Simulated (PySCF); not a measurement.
A structure optimised at PBE-D3(BJ)/def2-SVP, used in a PySCF frequency run:

```
C
C 1 1.3244
F 2 1.3343 1 124.15
H 2 1.1091 1 122.66 3 180.00
C 1 1.4748 2 136.29 4 0.00
F 5 1.3507 1 111.88 2 -119.66
F 5 1.3507 6 107.50 1 123.20
F 5 1.3640 6 107.58 7 115.59
```
Charge 0, spin multiplicity 2.

Write its SMILES, formula and point group.

F/C=[C]/C(F)(F)F, C₃HF₄, Cs

What are its rotational constants (standard atomic weights)?

5.3413, 1.3907, 1.3738 GHz
